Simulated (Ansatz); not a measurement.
One change: `BC(=C)SC` becomes `B[C](=C)[SnH3]`.

Ansatz, PBE0-D4/def2-TZVP geometries, multiplicity 1. Each molecule was computed in one conformer, which needn't be the lowest.

Elements past krypton have def2 core potentials.

```csv
property,`BC(=C)SC`
LUMO energy (ωB97M-V/def2-TZVPP) / eV,-0.21
HOMO–LUMO gap (B3LYP/def2-TZVPP) / eV,3.67
LUMO energy (PBE/def2-TZVPP) / eV,-3.14
HOMO–LUMO gap (PBE/def2-TZVPP) / eV,2.10
HOMO energy (PBE0/def2-TZVPP) / eV,-6.25
LUMO energy (PBE0/def2-TZVPP) / eV,-2.19
```

**Question.** What does the change do to each property? (An estimate is asked.)

**Answer.** The calculation gave: 
```csv
property,`B[C](=C)[SnH3]`,shift
LUMO energy (ωB97M-V/def2-TZVPP) / eV,-0.24,-0.03
HOMO–LUMO gap (B3LYP/def2-TZVPP) / eV,5.27,1.60
LUMO energy (PBE/def2-TZVPP) / eV,-3.28,-0.14
HOMO–LUMO gap (PBE/def2-TZVPP) / eV,3.48,1.38
HOMO energy (PBE0/def2-TZVPP) / eV,-7.92,-1.67
LUMO energy (PBE0/def2-TZVPP) / eV,-2.27,-0.08
```

With PBE0 the HOMO falls by 1.67 eV and the LUMO falls by 0.08 eV, so the gap widens by about 1.59 eV. PBE moves the HOMO by -1.52 eV and ωB97M-V by -1.73 eV.

B3LYP here is the variant with VWN-RPA as its local correlation; programs differ in this.
